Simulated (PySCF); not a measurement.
GeH₆NSi, AlGeH₈NSi, GeH₉NSi₂, BGeH₄OSi (calculated)

Computed with PySCF 2.14.0. Calculation on a computer-drawn molecule: optimised geometry and harmonic frequencies of an isolated molecule of the commonest isotopes, restricted reference for singlets and unrestricted otherwise, frozen core in MP2; on germanium a core potential holds 10 electrons, which the energies leave out, and 3d is frozen in MP2 and coupled-cluster steps.

Common to all runs: charge 0; method HF; basis cc-pV(D+d)Z; basis and core potential on germanium cc-pVDZ-PP ECP10MDF.

```yaml
- entry: 1
  formula: GeH6NSi
  start_structure:
    atoms_angstrom:
      - ["N", -3.5182, -1.6659, 1.2467]
      - [Si, -2.365, -0.6457, 0.4845]
      - [Ge, -1.2085, -2.1831, -0.9326]
      - [H, -3.2598, -2.5719, 1.6876]
      - [H, -4.2861, -1.237, 1.8549]
      - [H, -3.2232, 0.2697, -0.2978]
      - [H, -1.5327, 0.2043, 1.3893]
      - [H, -0.4561, -1.2085, -1.8695]
      - [H, 0.065, -2.536, -0.0921]
  given:
    multiplicity: 2
    drawn_bonds_atom: [1, 2, 1, 1, 2, 2, 3, 3]
    drawn_bonds_other_atom: [2, 3, 4, 5, 6, 7, 8, 9]
    drawn_bonds_order: [1, 1, 1, 1, 1, 1, 1, 1]
  results:
    optimised_atom_element: ["N", Si, Ge, H, H, H, H, H, H]
    "optimised_atom_x [angstrom]": [-3.467, -2.502, -1.074, -3.009, -4.248, -3.414, -1.68, 0.01929, -0.4101]
    "optimised_atom_y [angstrom]": [-1.713, -0.6044, -1.885, -2.425, -1.351, 0.2253, 0.3308, -1.065, -3.086]
    "optimised_atom_z [angstrom]": [1.355, 0.4476, -0.9938, 1.893, 1.873, -0.3718, 1.262, -1.698, -0.2973]
    "modes_frequency [cm^-1]": [82.44, 154.3, 216.2, 357.2, 438.9, 468.5, 518.2, 611.8, 740.4, 843.2, 879.7, 925.9, 1001, 1054, 1699, 2176, 2186, 2256, 2313, 3758, 3848]
    "modes_reduced_mass [dalton]": [1.094, 2.349, 1.246, 5.538, 1.056, 1.203, 1.133, 1.188, 1.063, 2.068, 1.573, 1.093, 1.235, 1.05, 1.105, 1.018, 1.022, 1.043, 1.038, 1.051, 1.094]
    "rotational_constants [GHz]": [14.76, 2.256, 2.024]
    "total_energy [hartree]": -640.2538
    spin_squared: 0.757
    "convergence_status_largest_gradient_component [hartree/bohr]": 1.043e-05
- entry: 2
  formula: AlGeH8NSi
  start_structure:
    atoms_angstrom:
      - ["N", -1.9308, -0.5542, -4.0966]
      - [Si, -3.1808, -0.607, -2.8843]
      - [Ge, -2.5182, 0.0948, -0.7008]
      - [Al, -2.8521, 0.9242, 1.5304]
      - [H, -1.5704, 0.4083, -4.2912]
      - [H, -1.1858, -1.1043, -4.0371]
      - [H, -4.2619, 0.2734, -3.4458]
      - [H, -3.4999, -2.0197, -2.8937]
      - [H, -1.8176, 1.4504, -0.9555]
      - [H, -1.1691, -0.5937, -0.5462]
      - [H, -3.6604, 0.4141, 2.7414]
      - [H, -2.0641, 2.2485, 1.8678]
  given:
    multiplicity: 1
    drawn_bonds_atom: [1, 2, 3, 1, 1, 2, 2, 3, 3, 4, 4]
    drawn_bonds_other_atom: [2, 3, 4, 5, 6, 7, 8, 9, 10, 11, 12]
    drawn_bonds_order: [1, 1, 1, 1, 1, 1, 1, 1, 1, 1, 1]
  results:
    optimised_atom_element: ["N", Si, Ge, Al, H, H, H, H, H, H, H, H]
    "optimised_atom_x [angstrom]": [-2.156, -3.048, -1.749, -3.064, -1.698, -1.539, -4.021, -3.787, -0.9425, -0.7031, -3.369, -3.634]
    "optimised_atom_y [angstrom]": [-0.6754, -0.3343, 0.3709, 0.8585, 0.09216, -1.468, 0.7399, -1.564, 1.619, -0.7286, -0.2857, 2.31]
    "optimised_atom_z [angstrom]": [-4.1, -2.658, -0.744, 1.331, -4.558, -4.091, -2.971, -2.282, -1.163, -0.46, 2.381, 1.603]
    "modes_frequency [cm^-1]": [42.58, 44.37, 67.04, 151.3, 184.1, 301.5, 323.7, 352.2, 385.1, 520.4, 527.7, 572.4, 661.4, 673.4, 790.6, 842.3, 851.8, 923.2, 967.0, 993.4, 1000, 1700, 1976, 1977, 2147, 2156, 2294, 2295, 3755, 3842]
    "modes_reduced_mass [dalton]": [1.754, 1.356, 5.97, 1.044, 4.085, 1.031, 8.754, 8.638, 1.078, 1.241, 1.284, 1.198, 1.108, 1.053, 1.034, 1.063, 4.217, 1.078, 1.08, 1.223, 1.082, 1.104, 1.025, 1.059, 1.023, 1.016, 1.029, 1.052, 1.051, 1.094]
    "rotational_constants [GHz]": [6.416, 1.111, 0.9878]
    "total_energy [hartree]": -883.3591
    "convergence_status_largest_gradient_component [hartree/bohr]": 2.149e-05
- entry: 3
  formula: GeH9NSi2
  start_structure:
    atoms_angstrom:
      - ["N", -0.3895, -2.2639, 0.1707]
      - [Si, -0.9777, -1.0453, 1.2192]
      - [Ge, -0.0837, 0.9895, 0.4032]
      - [Si, 1.0552, 1.235, -1.5896]
      - [H, -0.6304, -3.2371, 0.2866]
      - [H, 0.5428, -2.2176, -0.1408]
      - [H, -2.4022, -1.1354, 1.2174]
      - [H, -0.5945, -1.2494, 2.6457]
      - [H, -1.2634, 1.9705, 0.4369]
      - [H, 0.7677, 1.5606, 1.4888]
      - [H, 0.2317, 0.7081, -2.6861]
      - [H, 2.2284, 0.3754, -1.589]
      - [H, 1.4876, 2.6144, -1.8856]
  given:
    multiplicity: 1
    drawn_bonds_atom: [1, 2, 3, 1, 1, 2, 2, 3, 3, 4, 4, 4]
    drawn_bonds_other_atom: [2, 3, 4, 5, 6, 7, 8, 9, 10, 11, 12, 13]
    drawn_bonds_order: [1, 1, 1, 1, 1, 1, 1, 1, 1, 1, 1, 1]
  results:
    optimised_atom_element: ["N", Si, Ge, Si, H, H, H, H, H, H, H, H, H]
    "optimised_atom_x [angstrom]": [-0.01435, -1.037, 0.04829, 0.8237, -0.3923, 0.933, -2.308, -1.384, -0.9201, 1.255, -0.2922, 1.894, 1.367]
    "optimised_atom_y [angstrom]": [-2.308, -1.044, 1.06, 1.226, -3.237, -2.355, -1.113, -1.139, 2.215, 1.228, 0.9646, 0.2292, 2.579]
    "optimised_atom_z [angstrom]": [0.4083, 1.002, 0.584, -1.689, 0.3522, 0.737, 0.2444, 2.446, 0.8859, 1.526, -2.629, -1.93, -1.961]
    "modes_frequency [cm^-1]": [28.76, 81.67, 98.88, 166.3, 237.9, 328.5, 345.6, 381.5, 464.3, 492.5, 536.0, 600.8, 711.4, 721.7, 766.5, 839.8, 884.6, 942.0, 974.4, 1009, 1025, 1027, 1050, 1702, 2175, 2188, 2260, 2302, 2303, 2307, 2308, 3755, 3843]
    "modes_reduced_mass [dalton]": [3.086, 3.698, 1.064, 2.275, 1.25, 1.496, 3.092, 5.457, 1.078, 1.2, 1.136, 1.226, 1.087, 1.09, 1.055, 2.229, 1.577, 1.029, 1.134, 1.209, 1.037, 1.036, 1.05, 1.105, 1.022, 1.018, 1.043, 1.043, 1.04, 1.044, 1.03, 1.051, 1.094]
    "rotational_constants [GHz]": [3.573, 1.463, 1.134]
    "total_energy [hartree]": -930.9669
    "convergence_status_largest_gradient_component [hartree/bohr]": 1.193e-05
- entry: 4
  formula: GeH9NSi2
  start_structure:
    atoms_angstrom:
      - ["N", -1.476, 1.4274, 0.4858]
      - [Si, -0.5609, 0.0077, 0.415]
      - [Si, -1.8151, -1.5689, -0.8478]
      - [Ge, -0.3276, -0.5459, 2.6784]
      - [H, -1.7993, 1.8556, -0.4038]
      - [H, -1.2114, 2.1103, 1.1271]
      - [H, 0.8321, 0.216, -0.1284]
      - [H, -2.0959, -0.9636, -2.1494]
      - [H, -3.0072, -2.0654, -0.2303]
      - [H, -0.8768, -2.7017, -1.1194]
      - [H, -1.2624, -1.6014, 3.2028]
      - [H, 1.0212, -1.2029, 3.1053]
      - [H, -0.4186, 0.5506, 3.6869]
  given:
    multiplicity: 1
    drawn_bonds_atom: [1, 2, 2, 1, 1, 2, 3, 3, 3, 4, 4, 4]
    drawn_bonds_other_atom: [2, 3, 4, 5, 6, 7, 8, 9, 10, 11, 12, 13]
    drawn_bonds_order: [1, 1, 1, 1, 1, 1, 1, 1, 1, 1, 1, 1]
  results:
    optimised_atom_element: ["N", Si, Si, Ge, H, H, H, H, H, H, H, H, H]
    "optimised_atom_x [angstrom]": [-1.648, -0.6084, -1.628, -0.2911, -1.976, -1.41, 0.7493, -1.945, -2.888, -0.7101, -1.597, 0.7615, 0.1924]
    "optimised_atom_y [angstrom]": [1.478, 0.08766, -1.586, -0.6378, 1.843, 2.243, 0.3394, -1.055, -2.059, -2.742, -1.171, -1.752, 0.5293]
    "optimised_atom_z [angstrom]": [0.4943, 0.4706, -0.8531, 2.743, -0.3824, 1.1, -0.09407, -2.204, -0.2292, -1.007, 3.347, 2.818, 3.619]
    "modes_frequency [cm^-1]": [83.71, 90.1, 99.74, 158.5, 177.6, 245.9, 331.1, 435.4, 457.6, 490.1, 519.2, 570.1, 588.2, 784.2, 834.3, 876.5, 895.5, 935.5, 965.7, 968.5, 993.4, 1022, 1027, 1705, 2191, 2203, 2215, 2238, 2286, 2299, 2304, 3750, 3837]
    "modes_reduced_mass [dalton]": [1.043, 2.757, 1.264, 3.042, 3.03, 1.064, 5.134, 2.25, 1.167, 1.209, 1.37, 1.234, 1.35, 1.088, 2.853, 1.124, 1.249, 1.201, 1.025, 1.026, 1.152, 1.036, 1.039, 1.102, 1.022, 1.023, 1.014, 1.039, 1.044, 1.043, 1.034, 1.051, 1.094]
    "rotational_constants [GHz]": [3.546, 1.226, 0.9802]
    "total_energy [hartree]": -930.9577
    "convergence_status_largest_gradient_component [hartree/bohr]": 2.173e-05
- entry: 5
  formula: BGeH4OSi
  start_structure:
    atoms_angstrom:
      - [O, -0.9875, 0.047, -1.3743]
      - [B, -0.5851, 0.2848, -0.3086]
      - [Si, 0.1746, 0.6428, 1.445]
      - [Ge, 2.2024, 1.8536, 1.1189]
      - [H, -0.6963, 1.4989, 2.3244]
      - [H, 0.4591, -0.5362, 2.3234]
      - [H, 1.7575, 2.9008, 0.0785]
      - [H, 2.9152, 1.0115, 0.005]
  given:
    multiplicity: 2
    drawn_bonds_atom: [1, 2, 3, 3, 3, 4, 4]
    drawn_bonds_other_atom: [2, 3, 4, 5, 6, 7, 8]
    drawn_bonds_order: [2, 1, 1, 1, 1, 1, 1]
  results:
    optimised_atom_element: [O, B, Si, Ge, H, H, H, H]
    "optimised_atom_x [angstrom]": [-1.312, -0.7729, 0.177, 2.211, -0.7449, 0.4723, 1.974, 3.235]
    "optimised_atom_y [angstrom]": [-0.1433, 0.1503, 0.6692, 1.861, 1.519, -0.575, 3.198, 1.024]
    "optimised_atom_z [angstrom]": [-1.301, -0.2849, 1.419, 0.968, 2.2, 2.159, 0.2581, 0.1937]
    "modes_frequency [cm^-1]": [87.4, 99.98, 290.5, 329.6, 392.1, 395.9, 525.1, 559.9, 603.2, 765.3, 819.8, 930.5, 1003, 2133, 2206, 2216, 2328, 2334]
    "modes_reduced_mass [dalton]": [10.82, 1.077, 2.263, 13.85, 1.237, 3.813, 5.819, 1.358, 1.373, 1.108, 1.149, 1.04, 1.048, 12.26, 1.017, 1.025, 1.029, 1.052]
    "rotational_constants [GHz]": [8.066, 1.305, 1.155]
    "total_energy [hartree]": -684.2221
    spin_squared: 0.7573
    "convergence_status_largest_gradient_component [hartree/bohr]": 3.386e-05
- entry: 6
  formula: BGeH4OSi
  start_structure:
    atoms_angstrom:
      - [O, -1.5246, 0.448, -4.0392]
      - [B, -1.5593, -0.0897, -2.9743]
      - [Ge, -1.4082, -1.0484, -1.2108]
      - [Si, -0.7987, 0.5242, 0.5455]
      - [H, -2.9131, -1.2757, -0.9649]
      - [H, -0.8438, -0.1963, 1.8126]
      - [H, -1.6911, 1.6635, 0.6156]
      - [H, 0.5775, 0.9649, 0.2883]
  given:
    multiplicity: 2
    drawn_bonds_atom: [1, 2, 3, 3, 4, 4, 4]
    drawn_bonds_other_atom: [2, 3, 4, 5, 6, 7, 8]
    drawn_bonds_order: [2, 1, 1, 1, 1, 1, 1]
  results:
    optimised_atom_element: [O, B, Ge, Si, H, H, H, H]
    "optimised_atom_x [angstrom]": [-1.429, -1.515, -1.591, -0.7906, -2.972, -0.7746, -1.667, 0.5781]
    "optimised_atom_y [angstrom]": [0.3964, -0.06079, -0.8737, 0.55, -1.493, -0.242, 1.73, 0.9836]
    "optimised_atom_z [angstrom]": [-4.148, -3.055, -1.173, 0.5844, -0.9551, 1.832, 0.7507, 0.236]
    "modes_frequency [cm^-1]": [75.56, 81.21, 299.0, 346.6, 370.5, 397.3, 437.1, 575.7, 588.7, 747.0, 969.5, 1019, 1024, 2117, 2223, 2321, 2330, 2335]
    "modes_reduced_mass [dalton]": [1.078, 7.406, 2.113, 8.794, 7.494, 1.468, 13.25, 1.149, 1.265, 1.102, 1.099, 1.039, 1.036, 12.12, 1.022, 1.032, 1.039, 1.05]
    "rotational_constants [GHz]": [6.813, 1.738, 1.416]
    "total_energy [hartree]": -684.2275
    spin_squared: 0.7593
    "convergence_status_largest_gradient_component [hartree/bohr]": 3.291e-05
```
